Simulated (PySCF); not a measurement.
PySCF input (PW6B95/def2-TZVPD):

```python
from pyscf import gto, scf, dft

mol = gto.M(
    atom='''
    S     0.00772624   -0.71426207    0.01342400
    S     1.69691910    0.37510159   -0.02943034
    S    -1.70464534    0.33916048    0.01600634
    ''',
    basis='def2-tzvpd',
    charge=-1,
    spin=1,
    verbose=4,
)

mf = dft.UKS(mol, xc='pw6b95').density_fit(auxbasis='def2-universal-jkfit')
mf.grids.level = 3
mf.conv_tol = 1e-9
mf.max_cycle = 100
mf.max_memory = 1500
mf.kernel()
if not mf.converged:
    mf = mf.newton()
    mf.kernel(mf.make_rdm1())
for _ in range(2):
    mo, _, stable, _ = mf.stability(return_status=True)
    if stable:
        break
    mf.kernel(mf.make_rdm1(mo, mf.mo_occ))
mf.analyze()
```

End of the output:

```
Extra cycle  E= -1195.66294744712  delta_E= 3.42e-10  |g|= 2.55e-05  |ddm|= 3.75e-05
converged SCF energy = -1195.66294744712  <S^2> = 0.75479953  2S+1 = 2.0047938
uhf_internal: lowest eigs of H = [0.11742023 0.12214475 0.13810072]
<class 'pyscf.df.df_jk.DFUKS'> wavefunction is stable in the internal stability analysis
**** SCF Summaries ****
Total Energy =                       -1195.662947447117631
Nuclear Repulsion Energy =             174.584832832302993
One-electron Energy =                -2008.531806147202133
Two-electron Energy =                  638.284025867781452
Two-electron Coulomb Energy =          716.567938558462629
DFT Exchange-Correlation Energy =      -78.283912690681206
HOMO-LUMO gap [eV] =                     2.549891840733843
**** MO energy ****
                             alpha | beta                alpha | beta
MO #1   energy= -89.119398880688   | -89.1163344268521  occ= 1 | 1
MO #2   energy= -89.037460263709   | -89.0354963943168  occ= 1 | 1
MO #3   energy= -89.0374419482221  | -89.035478074996   occ= 1 | 1
MO #4   energy= -7.91501761170966  | -7.91237492580233  occ= 1 | 1
MO #5   energy= -7.8398277317434   | -7.83814782238656  occ= 1 | 1
MO #6   energy= -7.83981016587719  | -7.83812934111463  occ= 1 | 1
MO #7   energy= -5.84986744936131  | -5.8481301275509   occ= 1 | 1
MO #8   energy= -5.84927507247495  | -5.84471428127214  occ= 1 | 1
MO #9   energy= -5.84631999171264  | -5.83951400970199  occ= 1 | 1
MO #10  energy= -5.77608297199091  | -5.77509686905973  occ= 1 | 1
MO #11  energy= -5.77606784394962  | -5.77508187184696  occ= 1 | 1
MO #12  energy= -5.77322293148716  | -5.76735802537369  occ= 1 | 1
MO #13  energy= -5.77320654352099  | -5.76734242645743  occ= 1 | 1
MO #14  energy= -5.76846223666473  | -5.76683728456423  occ= 1 | 1
MO #15  energy= -5.76844659172689  | -5.76682094659924  occ= 1 | 1
MO #16  energy= -0.657631403140872 | -0.645542011897358 occ= 1 | 1
MO #17  energy= -0.529090083956245 | -0.518413893142743 occ= 1 | 1
MO #18  energy= -0.409102096824039 | -0.388524854062663 occ= 1 | 1
MO #19  energy= -0.225106812175056 | -0.217016696318908 occ= 1 | 1
MO #20  energy= -0.200468398771311 | -0.193923919716479 occ= 1 | 1
MO #21  energy= -0.199703427168998 | -0.167968254088539 occ= 1 | 1
MO #22  energy= -0.0975222083586544 | -0.0696058199338173 occ= 1 | 1
MO #23  energy= -0.0754623303701731 | -0.0670475705507222 occ= 1 | 1
MO #24  energy= -0.0714360251253559 | -0.0635932344267977 occ= 1 | 1
MO #25  energy= -0.0320110145321486 | 0.0616957830142795 occ= 1 | 0
MO #26  energy= 0.121781246875084  | 0.124881690861425  occ= 0 | 0
MO #27  energy= 0.124378794527872  | 0.126006664714842  occ= 0 | 0
MO #28  energy= 0.148353209352754  | 0.149704134245467  occ= 0 | 0
MO #29  energy= 0.155545811988551  | 0.158277105242769  occ= 0 | 0
MO #30  energy= 0.160200716866409  | 0.162952128695734  occ= 0 | 0
MO #31  energy= 0.167657607188867  | 0.168585447016603  occ= 0 | 0
MO #32  energy= 0.172407339610937  | 0.174573336376146  occ= 0 | 0
MO #33  energy= 0.180231566828037  | 0.183879795636697  occ= 0 | 0
MO #34  energy= 0.183857459458236  | 0.187466741196823  occ= 0 | 0
MO #35  energy= 0.186452044408271  | 0.188144464717357  occ= 0 | 0
MO #36  energy= 0.207752967966654  | 0.209609953774707  occ= 0 | 0
MO #37  energy= 0.209855846221035  | 0.214291124449195  occ= 0 | 0
MO #38  energy= 0.283968040922413  | 0.286693777851367  occ= 0 | 0
MO #39  energy= 0.288047304122185  | 0.29235215370243   occ= 0 | 0
MO #40  energy= 0.305268198693035  | 0.307740991698973  occ= 0 | 0
MO #41  energy= 0.306123948627168  | 0.311385176949569  occ= 0 | 0
MO #42  energy= 0.309900992157005  | 0.31265269939879   occ= 0 | 0
MO #43  energy= 0.338746652931369  | 0.33979057423013   occ= 0 | 0
MO #44  energy= 0.345569215441463  | 0.348819462307076  occ= 0 | 0
MO #45  energy= 0.360285088492214  | 0.363082797676497  occ= 0 | 0
MO #46  energy= 0.364469252147247  | 0.370324425918405  occ= 0 | 0
MO #47  energy= 0.366485931947597  | 0.371085276149197  occ= 0 | 0
MO #48  energy= 0.374459788319896  | 0.379117190412347  occ= 0 | 0
MO #49  energy= 0.394084367293847  | 0.400300648993096  occ= 0 | 0
MO #50  energy= 0.411613535550581  | 0.412593009689316  occ= 0 | 0
MO #51  energy= 0.411630280554909  | 0.415053990219033  occ= 0 | 0
MO #52  energy= 0.429839711566039  | 0.4342565930864    occ= 0 | 0
MO #53  energy= 0.432519460219995  | 0.436134075379665  occ= 0 | 0
MO #54  energy= 0.461494082774102  | 0.46356810726525   occ= 0 | 0
MO #55  energy= 0.53584415370625   | 0.54271753963565   occ= 0 | 0
MO #56  energy= 0.562161745867781  | 0.565201361124427  occ= 0 | 0
MO #57  energy= 0.575103323811792  | 0.581766495133027  occ= 0 | 0
MO #58  energy= 0.593737036558215  | 0.596095825108952  occ= 0 | 0
MO #59  energy= 0.602421906120639  | 0.604904952648326  occ= 0 | 0
MO #60  energy= 0.613386370900183  | 0.627215248405381  occ= 0 | 0
MO #61  energy= 0.62863113470826   | 0.6382893515095    occ= 0 | 0
MO #62  energy= 0.677191367948642  | 0.682642697642156  occ= 0 | 0
MO #63  energy= 0.680096400326625  | 0.68609456075811   occ= 0 | 0
MO #64  energy= 0.686833791599019  | 0.69760418544586   occ= 0 | 0
MO #65  energy= 0.694012269137015  | 0.701845064003105  occ= 0 | 0
MO #66  energy= 0.69872403318897   | 0.708395254129565  occ= 0 | 0
MO #67  energy= 0.703451256129964  | 0.709047255051598  occ= 0 | 0
MO #68  energy= 0.712084211253781  | 0.7188233512326    occ= 0 | 0
MO #69  energy= 0.713123652566932  | 0.721822278836774  occ= 0 | 0
MO #70  energy= 0.718969481705888  | 0.721852051283079  occ= 0 | 0
MO #71  energy= 0.754442274709785  | 0.757579371751099  occ= 0 | 0
MO #72  energy= 0.7795404106345    | 0.78296709128842   occ= 0 | 0
MO #73  energy= 0.793104262017182  | 0.807604352350594  occ= 0 | 0
MO #74  energy= 0.838569757505864  | 0.84334362773099   occ= 0 | 0
MO #75  energy= 0.84051115224615   | 0.856214221606428  occ= 0 | 0
MO #76  energy= 0.849252837580686  | 0.858503989299617  occ= 0 | 0
MO #77  energy= 0.934751686917096  | 0.939647122339153  occ= 0 | 0
MO #78  energy= 0.963863304603568  | 0.971070456836539  occ= 0 | 0
MO #79  energy= 0.971999594700164  | 0.976372536157694  occ= 0 | 0
MO #80  energy= 1.24722194944565   | 1.25218538328893   occ= 0 | 0
MO #81  energy= 1.3482496369802    | 1.35482692196101   occ= 0 | 0
MO #82  energy= 1.59973692236628   | 1.60848241325009   occ= 0 | 0
MO #83  energy= 1.63066022993956   | 1.63783240688052   occ= 0 | 0
MO #84  energy= 1.65945347388425   | 1.66771118830974   occ= 0 | 0
MO #85  energy= 1.65975421715021   | 1.66776893548107   occ= 0 | 0
MO #86  energy= 1.67629515949102   | 1.6779970790151    occ= 0 | 0
MO #87  energy= 1.71575230095243   | 1.73089440349012   occ= 0 | 0
MO #88  energy= 1.72196504112356   | 1.73247380922032   occ= 0 | 0
MO #89  energy= 1.77766112512062   | 1.78765710417441   occ= 0 | 0
MO #90  energy= 1.78199784996891   | 1.78931642854604   occ= 0 | 0
MO #91  energy= 1.7845249837974    | 1.79515662583083   occ= 0 | 0
MO #92  energy= 1.80066084688237   | 1.80439360624387   occ= 0 | 0
MO #93  energy= 1.80122114122456   | 1.80690128058688   occ= 0 | 0
MO #94  energy= 1.80166432057029   | 1.80917509311732   occ= 0 | 0
MO #95  energy= 1.81088642575894   | 1.81801310381722   occ= 0 | 0
MO #96  energy= 1.81554989288238   | 1.82036293759162   occ= 0 | 0
MO #97  energy= 1.81563987693339   | 1.82341559718645   occ= 0 | 0
MO #98  energy= 1.82565578674112   | 1.83377530714564   occ= 0 | 0
MO #99  energy= 1.83034977551878   | 1.83578528980687   occ= 0 | 0
MO #100 energy= 1.84411949014555   | 1.85195787288527   occ= 0 | 0
MO #101 energy= 1.85729087641414   | 1.86410831681229   occ= 0 | 0
MO #102 energy= 1.85894652734378   | 1.87073697505156   occ= 0 | 0
MO #103 energy= 1.86543333776636   | 1.87675489757309   occ= 0 | 0
MO #104 energy= 1.87205841430286   | 1.87842749604739   occ= 0 | 0
[...]
```

It need not be the lowest isomer of its formula.
